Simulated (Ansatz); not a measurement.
Isolated molecules relaxed with PBE0-D4/def2-TZVP in Ansatz; ΔE leaves out vibrations. CBS: MP2 limit from def2 TZ/QZ plus the TZ coupled-cluster correction, frozen cores. DFT in def2-TZVPP. B3LYP here is the variant with VWN-RPA as its local correlation; programs differ in this. def2 core potentials past Kr. For Mo outer-core shells are correlated without core-valence functions, which leaves a few kJ/mol of doubt a bond. Each species was taken in one conformer, which may not be the lowest.

`[CH3][Mo](=[O])(=[O])[F]` + `CO[CH2][AlH][F]` → `[O]=[Mo](=[O])([F])[F]` + `CO[CH2][AlH][CH3]`  (redistribution)

```json
{"level": "PBE-D4", "ΔE (kJ/mol)": "55.7", "difference from CCSD(T)/CBS": "-25.1"}
{"level": "r2SCAN-D4", "ΔE (kJ/mol)": "58.9", "difference from CCSD(T)/CBS": "-21.9"}
{"level": "PBE0-D4", "ΔE (kJ/mol)": "63.8", "difference from CCSD(T)/CBS": "-17.0"}
{"level": "ωB97X-V", "ΔE (kJ/mol)": "62.7", "difference from CCSD(T)/CBS": "-18.1"}
{"level": "B2PLYP", "ΔE (kJ/mol)": "70.1", "difference from CCSD(T)/CBS": "-10.7"}
{"level": "PBE", "ΔE (kJ/mol)": "56.1", "difference from CCSD(T)/CBS": "-24.7"}
{"level": "r2SCAN", "ΔE (kJ/mol)": "59.3", "difference from CCSD(T)/CBS": "-21.5"}
{"level": "PBE0", "ΔE (kJ/mol)": "64.2", "difference from CCSD(T)/CBS": "-16.6"}
{"level": "B3LYP", "ΔE (kJ/mol)": "68.8", "difference from CCSD(T)/CBS": "-12.0"}
{"level": "SCS-MP2/def2-TZVPP", "ΔE (kJ/mol)": "75.5", "difference from CCSD(T)/CBS": "-5.3"}
{"level": "CCSD/def2-TZVPP", "ΔE (kJ/mol)": "82.5", "difference from CCSD(T)/CBS": "1.7"}
{"level": "CCSD(T)/def2-TZVPP", "ΔE (kJ/mol)": "78.2", "difference from CCSD(T)/CBS": "-2.6"}
{"level": "MP2/def2-QZVPP", "ΔE (kJ/mol)": "76.8", "difference from CCSD(T)/CBS": "-4.0"}
{"level": "HF/CBS(def2)", "ΔE (kJ/mol)": "83.7", "difference from CCSD(T)/CBS": "2.9"}
{"level": "MP2/CBS(def2)", "ΔE (kJ/mol)": "77.8", "difference from CCSD(T)/CBS": "-3.0"}
{"level": "CCSD/CBS(def2)", "ΔE (kJ/mol)": "85.2", "difference from CCSD(T)/CBS": "4.4"}
{"level": "CCSD(T)/CBS", "ΔE (kJ/mol)": "80.8", "difference from CCSD(T)/CBS": "0"}
```

Largest T1 diagnostic among the species: 0.025, so the coupled-cluster value is less sure than usual.

In def2-TZVPP, CCSD(T) changes the Hartree–Fock value by −5.1 kJ/mol (the triples alone add −4.3 kJ/mol) and MP2 by −8.1 kJ/mol. From PBE to PBE0 (25 % exact exchange), in def2-TZVPP and without D4, ΔE moves by +8.1 kJ/mol.
